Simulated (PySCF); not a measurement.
## Ionisation energy of Cl(2+) by level of theory

Cl(2+) [Ne] 3s2 3p3 (4S) → Cl(3+) [Ne] 3s2 3p2 (3P), as a difference of total energies. Calculation: PySCF 2.14, in x2c-TZVPPall with one added diffuse shell each of s, p, d type (6s6p4d1f, 51 functions); the spin-free X2C one-electron Hamiltonian (Gaussian nucleus). Correlated levels: valence and next inner shell: 1s2 frozen. The calculations carry no spin-orbit coupling.

**Question.** Order these methods by the ionisation energy they give, lowest first.
A. CCSD(T) (valence and next inner shell)
B. MP2 (valence and next inner shell)
C. CCSD (valence and next inner shell)
D. UHF

**Answer.** D (38.950 eV), C (39.540 eV), A (39.572 eV), B (39.625 eV).

A first-order spin-orbit estimate (lowest level to lowest level, LS coupling) adds -0.104 eV.

Errors of the correlated levels include the incompleteness of this basis and the frozen core.

For comparison: 39.8 ± 0.11 eV (semi-empirical (NIST evaluation); NIST Atomic Spectra Database, ionization energies).
